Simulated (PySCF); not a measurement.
Ga(Cl)3 anion (Cl3Ga), SMILES [Cl][Ga]([Cl])[Cl] (connectivity only; charge and spin as stated), charge -1, multiplicity 2. Atoms are numbered in the order given.

```xyz
4

Ga     0.0000     0.0000    -0.5131
Cl     1.8421     1.0635     0.3119
Cl     0.0000    -2.1271     0.3119
Cl    -1.8421     1.0635     0.3119
```
Charge -1, spin multiplicity 2.

The structure is a stationary point at PBE0-D3(BJ)/def2-SVPD. The multiplicity is an assumed one; other spin states were not compared. The isomer is the one that the SMILES or the coordinates give; other isomers of the formula were not compared.

Calculation: r2SCAN/def2-TZVPD (PySCF).

Mulliken values depend strongly on the basis, most of all with diffuse functions as here. ESP charges are fitted to the potential on shells at 1.4 to 2.0 van der Waals radii. Atomic charges (e):

| atom | ESP fit | meta-Löwdin | Mulliken | Mulliken spin |
|---|---|---|---|---|
| Ga1 | … | 0.32 | 0.39 | 0.81 |
| Cl2 | … | -0.44 | -0.46 | 0.06 |
| Cl3 | … | -0.44 | -0.46 | 0.06 |
| Cl4 | … | -0.44 | -0.46 | 0.06 |

### Question
Complete the blanks. (An estimate is asked for; the answer gives what the named calculation found.)

### Answer

- Ga1, ESP fit: 0.06
- Cl2, ESP fit: -0.35
- Cl3, ESP fit: -0.35
- Cl4, ESP fit: -0.35
